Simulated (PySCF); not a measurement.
Ga2(mu-F)2(Me)4, C4H12F2Ga2, singlet at its GFN2-xTB optimised geometry (Å):

```
20

Ga    -0.4878     2.0621    -1.9594
Ga     0.4319    -0.3899     0.0000
F     -0.0328     0.0528    -1.9580
C     -2.5189     2.0733    -1.9587
H     -2.8771     2.2680    -0.9460
H     -2.8817     1.0936    -2.2754
H     -2.9286     2.8314    -2.6266
C      1.2321     2.8980    -2.6371
H      1.2837     3.9599    -2.3924
H      1.3252     2.7873    -3.7185
H      2.0667     2.3838    -2.1568
F     -0.0284     1.6183     0.0000
C     -1.2828    -1.2378     0.6757
H     -1.3275    -1.2344     1.7658
H     -1.3767    -2.2680     0.3289
H     -2.1208    -0.6568     0.2860
C      2.4631    -0.3899     0.0000
H      2.8225     0.5561     0.4095
H      2.8203    -0.4844    -1.0273
H      2.8771    -1.2069     0.5915
```

Level of theory: CAM-B3LYP/def2-SVP (PySCF).

Map of the electron localisation function on the plane z = 1.2 Å:

```
|                             |
|                             |
|                             |
|                             |
|                             |
|                             |
|                             |
|             ...             |
|            .:-:.            |
|            :---.    .-:     |
|            :--:.   .#%%+    |
|             ...    -@@@%-   |
|                    =@@@%-   |
|       .         .:.-#%%+.   |
|      :-:...:-...:-::-=-.    |
|     .-==--===-..:=:::-:.    |
|     .-==*##**=:.:-:-*%#+.   |
|      .-+#%%#*=-:::.=@@@@*.  |
|       .=#%%*==-:...+@@@@#.  |
|       .-+#*=::..   =@@@@#   |
|        :=+=:.      .#@@%:   |
|        :=+=:        .==.    |
|        :=+=:                |
|        .-=-.                |
|          .                  |
|                             |
|                             |
|                             |
|                             |
```
Scale: ten equal steps from 0.000 (start of ' ') to 0.990 (end of '@'), in the order ' .:-=+*#%@'; x runs from -5.00 to 5.00, y from -5.00 (bottom) to 5.00 (top).
